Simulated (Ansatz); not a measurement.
**A basis-limit estimate, worked out**

An elementary step of Si₂NH₉Cl₂O, singlet (Si₂H₄Cl₂ ([SiH3][SiH]([Cl])[Cl]) + H₂O + NH₃ → SiNH₃Cl₂ ([NH2][SiH]([Cl])[Cl]) + SiH₄ + H₂O; bonds formed: Si2–H8, H6–O9; dative contacts that become bonds: Si1–N7; bonds broken: Si1–Si2, H6–N7, H8–O9). “Start” is the structure reached by relaxing down from the saddle towards the reactants; PBE0-D4/def2-TZVP structures. The saddle:

| atom | x (Å) | y (Å) | z (Å) |
| --- | --- | --- | --- |
| Si1 | -1.3582 | 0.4132 | -0.3452 |
| Si2 | 0.6822 | -1.8050 | -0.4147 |
| Cl3 | -2.8399 | 1.7713 | -0.9095 |
| Cl4 | -1.9305 | -0.0856 | 1.5531 |
| H5 | -1.4527 | -0.5973 | -1.4052 |
| H6 | 0.7398 | 1.2049 | 0.7471 |
| N7 | 0.0471 | 1.5363 | -0.2982 |
| H8 | 1.0749 | -0.3620 | 0.9305 |
| O9 | 1.3819 | 0.5429 | 1.5095 |
| H10 | 1.8406 | -2.6801 | -0.0201 |
| H11 | -0.5002 | -2.7276 | -0.4135 |
| H12 | 0.9249 | -1.5373 | -1.8787 |
| H13 | -0.2445 | 2.5088 | -0.3574 |
| H14 | 0.6827 | 1.3382 | -1.0681 |
| H15 | 0.9519 | 0.4793 | 2.3705 |

Ansatz 0.2.0; basis: def2-TZVPP and def2-QZVPP; cores frozen in the correlated methods.

Energies in eV:

| quantity | saddle | start |
| --- | --- | --- |
| Hartree–Fock, triple zeta (X = 3) | -44396.16229 | -44398.75969 |
| Hartree–Fock, quadruple zeta (X = 4) | -44397.51397 | -44400.10631 |
| MP2 correlation, X = 3 | -31.79579 | -31.11050 |
| MP2 correlation, X = 4 | -34.44951 | -33.77995 |
| CCSD(T) correlation, X = 3 | -35.13113 | -34.49848 |

(1) Work out the barrier at the basis limit: extrapolate Hartree–Fock as E(X) = E∞ + A exp(−7.88 √X) and the MP2 correlation as E(X) = E∞ + B X^−2.97 (the exponents that Neese and Valeev fitted for def2-TZVPP and QZVPP), then add CCSD(T) − MP2 in triple zeta.

The T1 diagnostic stays at or below 0.012.

## Answers

(1) Each step is linear, so take the differences first (saddle − start): Hartree–Fock 2.59740 (X = 3) and 2.59234 (X = 4); MP2 correlation -0.68529 and -0.66956; CCSD(T) correlation -0.63265.
Two points give E∞ = E(4) + w [E(4) − E(3)], with w = 1/(exp(7.88 (2 − √3)) − 1) = 0.1377 for Hartree–Fock and w = 1/((4/3)^2.97 − 1) = 0.7407 for the correlation.
Hartree–Fock: 2.59234 + 0.1377 × (-0.00506) = 2.5916 eV.
MP2 correlation: -0.66956 + 0.7407 × 0.01573 = -0.6579 eV.
CCSD(T) − MP2: -0.63265 − (-0.68529) = 0.0526 eV.
Sum: 2.5916 + (-0.6579) + 0.0526 = 1.9863 eV, or 45.81 kcal/mol. Plain CCSD(T) in triple zeta gives 1.9647 eV, so the larger basis shifts the result by 0.0216 eV.

Labels in which every atom is bracketed show which atoms are joined, not bond orders.

For scale, one of the runs: CCSD(T)/def2-TZVPP, 356 basis functions, launched by `ansatz run in.yaml --threads 5 --pin off --events-out ev --progress --plain --max-ram 66560MiB --backend cuda --devices 0, --max-vram 37GiB`. Time: 23 s of wall clock on 5 CPU threads of an AMD EPYC 7R13 and a share of one NVIDIA H100; the host was shared. Peak host memory: 0.85 GiB.
